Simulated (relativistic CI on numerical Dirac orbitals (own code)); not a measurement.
# Hf3+ (5d) in a crystal field

Calculated by Dirac-Coulomb-Breit CI, separate exchange-only KLI orbitals for each configuration, a model potential for QED, valence Slater integrals scaled by 0.7, one configuration in a parametric crystal field (own radial code).

Field parameters in Wybourne normalisation: D3d B²₀ = −7Dσ, B⁴₀ = −14Dq − 21Dτ, B⁴₃ = −14√(10/7) Dq. The field is a parameter set, without covalency.

S is read from ⟨S²⟩ = S(S + 1).

Levels (cm⁻¹, degeneracy): 0 (2), 953 (2), 3000 (2), 31264 (2), 31566 (2).

Problem. Which field gives this pattern?
A. D3d, 10Dq = 30750, Dσ = -110, Dτ = -280 cm⁻¹
B. D3d, 10Dq = 30750, Dσ = -330, Dτ = -280 cm⁻¹
C. D3d, 10Dq = 30750, Dσ = 980, Dτ = -280 cm⁻¹
D. D3d, 10Dq = 30750, Dσ = 110, Dτ = -280 cm⁻¹

Solution. C. D3d, 10Dq = 30750, Dσ = 980, Dτ = -280 cm⁻¹, ground level with S = 0.50.
